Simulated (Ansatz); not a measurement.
A nudged elastic band was laid between two geometries of F2H4Si2 + H3P (12 atoms, charge 0, multiplicity 1).

Method: RKS LDA/def2-SVP (Ansatz).

```
movable images  : 9
climbing image  : yes
spring          : 5.0 eV/Å²
optimiser       : quadratic models (default)
start path      : through a guess of the saddle point
force threshold : 0.05 eV/Å
iteration limit : 60
end points      : relaxed
```

Image 0:

```xyz
12
Properties=species:S:1:pos:R:3
Si 0.272 -0.144 0.151
Si 0.173 -0.245 2.482
H -0.651 -1.419 2.934
H 1.582 -0.423 2.992
H -0.382 1.037 3.042
H 1.651 -0.227 -0.435
F -0.378 1.241 -0.385
F -0.588 -1.350 -0.509
P -3.376 0.140 1.134
H -2.609 -0.911 0.510
H -2.771 -0.105 2.422
H -2.381 1.125 0.786
```

Image 10:

```xyz
12
Properties=species:S:1:pos:R:3
Si -0.755 0.080 -0.168
Si 0.253 -0.230 3.196
H 0.077 -0.785 4.583
H 1.342 -0.971 2.474
H 0.582 1.236 3.266
H 0.339 0.821 0.540
F -0.676 0.502 -1.726
F -0.401 -1.495 -0.093
P -2.829 0.483 0.583
H -3.325 0.405 -0.772
H -3.014 -0.932 0.795
H -1.048 -0.397 2.445
```

What changes between the two ends?

Bonds broken: Si1–Si2, P9–H12. Bonds formed: Si1–P9, Si2–H12. F2H4Si2 + H3P becomes F2H3PSi + H4Si.

What energy profile does the band end with?

It converged. The highest image is number 5 of 0 to 10, 39.9 kcal/mol above the first end and 43.4 kcal/mol above the last; the last end lies 3.5 kcal/mol below the first. The profile has 2 maxima (images 5, 8) with wells between them (image 7): this band takes more than one step, which may be the mechanism or a detour left from its start path. A structure lower than the last end lies on the path between it and the top, so the climb from that side starts below the end, which may itself be a saddle point or a shallow side well. Neighbouring images differ by up to 1.9 eV, so the band resolves the path poorly. A vibrational analysis at the climbing image gives one clearly imaginary mode, 754i cm⁻¹: a first-order saddle point. The orbitals stay closed-shell, which can raise the energy where a bond breaks towards radicals; this wasn't checked here.

| image | path coordinate (Å) | energy (kcal/mol) | Si1–Si2 (Å) | P9–H12 (Å) | Si1–P9 (Å) |
| --- | --- | --- | --- | --- | --- |
| 0 | 0.00 | 0.0 | 2.34 | 1.44 | 3.79 |
| 1 | 1.82 | 1.1 | 2.33 | 1.44 | 3.75 |
| 2 | 3.65 | 1.5 | 2.33 | 1.44 | 4.00 |
| 3 | 5.47 | 1.7 | 2.33 | 1.45 | 3.80 |
| 4 | 7.29 | 3.3 | 2.34 | 1.45 | 3.43 |
| 5 | 9.11 | 39.9 | 2.57 | 1.90 | 2.52 |
| 6 | 11.37 | -3.0 | 3.58 | 2.92 | 2.24 |
| 7 | 13.62 | -4.2 | 3.74 | 3.75 | 2.23 |
| 8 | 15.88 | -3.7 | 3.67 | 3.47 | 2.23 |
| 9 | 18.13 | -4.3 | 3.54 | 2.89 | 2.24 |
| 10 | 20.39 | -3.5 | 3.53 | 2.72 | 2.24 |

What is the geometry of the highest image?


```xyz
12
Properties=species:S:1:pos:R:3:forces:R:3
Si -0.330 -0.164 0.140 -0.04 0.01 -0.04
Si 0.073 -0.432 2.660 -0.01 -0.01 0.00
H -0.229 -1.862 3.005 0.00 0.00 0.00
H 1.548 -0.148 2.722 0.00 0.00 0.00
H -0.666 0.484 3.608 0.00 0.00 0.00
H 0.371 1.119 -0.122 0.02 0.00 0.02
F -1.076 -0.851 -1.135 0.00 -0.01 0.04
F 0.790 -1.367 0.291 0.02 0.01 -0.01
P -2.590 0.934 0.327 0.00 0.00 -0.01
H -3.319 -0.296 0.503 0.00 0.00 0.01
H -2.714 1.283 1.727 0.01 0.00 0.00
H -1.316 0.018 1.398 0.00 0.00 0.01
```

The band took 43 iterations and roughly 16 core-minutes.

Run time: 4.3 min on 4 threads of Arm Neoverse V2, on a shared host, peak memory 0.17 GiB.
